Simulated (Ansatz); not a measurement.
Breaking the Ge1–H2 bond in GeH (multiplicity 2 held). Energies count from the point at 1.606 Å.


R- and RO- levels are restricted; in cc, def2 and unpolarised 6-31G sets they are followed outwards from rest. Unrestricted levels (U-) break spin symmetry where that is lower. Curves can end on different states.

Programs: Ansatz (Gaussian orbitals). 

### Question
One of these levels gives 637.2 kJ/mol for the energy at R = 6.425 Å. Name it.
(A) RO-PBE/cc-pVTZ
(B) RO-HF/cc-pVTZ
(C) U-HF/cc-pVTZ
(D) U-wB97X-V/cc-pVTZ

### Answer
B, RO-HF/cc-pVTZ. The others give 191.5 (U-HF/cc-pVTZ), 409.6 (RO-PBE/cc-pVTZ), 291.4 (U-wB97X-V/cc-pVTZ)

Doubts at one or more of the structures used: a restricted determinant that unrestricted orbitals would lower (RO-HF/cc-pVTZ, RO-PBE/cc-pVTZ); a spin-contaminated determinant (U-HF/cc-pVTZ, U-wB97X-V/cc-pVTZ).

Ansatz is a quantum-chemistry and plane-wave program.
